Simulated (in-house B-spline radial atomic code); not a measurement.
PBEsol excitations of Sc³⁺

Method: PBEsol. Computed with a B-spline radial code for spherical atoms: linear response of the closed shell [Ne] 3s2 3p6 with the functional's adiabatic kernel; scalar-relativistic (spin-free one-electron X2C), finite nucleus, no spin-orbit coupling, no double excitations, S, P, D and F terms only. Only terms of natural parity with L up to 3 were computed.

Command:
```bash
python run_td.py task.json out
```
Settings (radii: box in bohr, nucleus in fm):
```
Z                        21
electrons                18
configuration            [Ne] 3s2 3p6
hamiltonian              x2c
method                   pbesol
box_radius               23.08
rms_radius               3.5459
intervals                73
```

Cost of the run: 0.9 s on 1 thread of Arm Neoverse N1 (shared host).

The lowest states, in the order of their Tamm-Dancoff energies; the method's threshold (minus the highest occupied level) is 64.50 eV. Labels give the largest channel, * marks a mixed state, and oscillator strengths are full-response dipole values. Semilocal kernels can invert the small singlet-triplet splittings of Rydberg terms. Energies in eV:

| state | full response | Tamm-Dancoff | oscillator strength |
| --- | --- | --- | --- |
| 3p → 3d 3P | 29.800 | 29.907 | - |
| 3p → 3d 3F | 30.27 | 30.38 | - |
| 3p → 3d 1F | 33.01 | 33.04 | - |
| 3p → 4s 3P | 39.44 | 39.45 | - |
| 3p → 4s 1P | 39.91 | 39.93 | 1 |
| 3p → 3d 1P | ? | ? | ? |
| 3p → 4p 3S | 44.14 | 44.16 | - |
| 3p → 4p 3D | 44.61 | 44.62 | - |
| 3p → 4p 1D | ? | ? | - |
| 3p → 4p 1S | 46.85 | 47.02 | - |
| 3p → 4d 3P | 51.71 | 51.72 | - |
| 3p → 4d 3F | 51.81 | 51.81 | - |
| 3p → 4d 1F | 52.05 | 52.05 | - |
| 3s → 3d 3D | 52.58 | 52.62 | - |
| 3p → 5s 3P | 53.17 | 53.17 | - |

Problem. Where does 3p → 3d 1P lie?

Solution. At 41.92 eV in full response, 43.51 eV in Tamm-Dancoff, oscillator strength 3.54.

Problem. Where does 3p → 4p 1D lie?

Solution. At 44.93 eV in full response, 44.93 eV in Tamm-Dancoff.

Problem. How large is the singlet-triplet splitting of 3p → 3d (F terms) in Tamm-Dancoff?

Solution. 2.65 eV, from the unrounded values.

Problem. What polarisabilities and dispersion coefficient does the method give?

Solution. Dipole 2.159 bohr³, quadrupole 3.627 bohr⁵, C6 5.726 hartree·bohr⁶ for two such species.
